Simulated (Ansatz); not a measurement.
Basis-set extrapolation for `C[O][Al]([OH])[SH]` (PBE0-D4/def2-TZVP geometry, frozen core, Ansatz). Multiplicity 1, RHF reference.

|  | def2-TZVPP | def2-QZVPP |
| --- | --- | --- |
| HF | -830.217359 | -830.245450 |
| MP2 correlation | -0.902266 | -0.974803 |
| CCSD(T) correlation | -0.974262 | not run |

Energies in hartree. Use E(X) = E(∞) + A·exp(−7.88·√X) for Hartree–Fock and E(X) = E(∞) + B·X^(−2.97) for correlation, with X = 3 and 4, and add CCSD(T) minus MP2 of the smaller set to the MP2 limit.

What is the CCSD(T) energy at the basis-set limit?

HF limit: -830.245450 + (-0.028091) × 0.13774 = -830.24932. MP2 limit: -0.974803 + (-0.072537) × 0.74074 = -1.02853. Higher-order term: -0.974262 − (-0.902266) = -0.07200. Total: -831.34985 hartree, 415.4 kJ/mol below CCSD(T)/def2-TZVPP.
